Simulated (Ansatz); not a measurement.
Consider the formal exchange of groups at the Si–O bond: `CO[SiH](Br)O[SiH3]` + `BC(C)F` → `BC(C)(F)[SiH3]` + `CO[SiH](O)Br`.

Program: Ansatz. Geometries: PBE0-D4/def2-TZVP. ΔE: electronic, gas phase. CCSD(T)/CBS adds triple-zeta CCSD(T) − MP2 to the extrapolated MP2 energy (def2 sets, frozen cores). Functionals use def2-TZVPP. For Br outer-core shells are correlated without core-valence functions, which leaves a few kJ/mol of doubt a bond. Scalar relativity is left out up to krypton. One conformer a species, not always the lowest.

```json
{"species": "`CO[SiH](Br)O[SiH3]`", "PBE0-D4 energy (Eh)": "-3345.44044"}
{"species": "`BC(C)F`", "PBE0-D4 energy (Eh)": "-204.33484"}
{"species": "`BC(C)(F)[SiH3]`", "PBE0-D4 energy (Eh)": "-494.91501"}
{"species": "`CO[SiH](O)Br`", "PBE0-D4 energy (Eh)": "-3054.82326"}
```

Q: Work out ΔE.

A: ΔE = (-494.91501) + (-3054.82326) − (-3345.44044) − (-204.33484) = 0.03701 Eh = +97.2 kJ/mol. CCSD(T)/CBS gives +113.3 kJ/mol.

Largest T1 diagnostic among the species: 0.013.

From PBE to PBE0 (25 % exact exchange), in def2-TZVPP and without D4, ΔE moves by +13.8 kJ/mol. In def2-TZVPP, CCSD(T) changes the Hartree–Fock value by −49.2 kJ/mol (the triples alone add −8.4 kJ/mol) and MP2 by −48.2 kJ/mol.
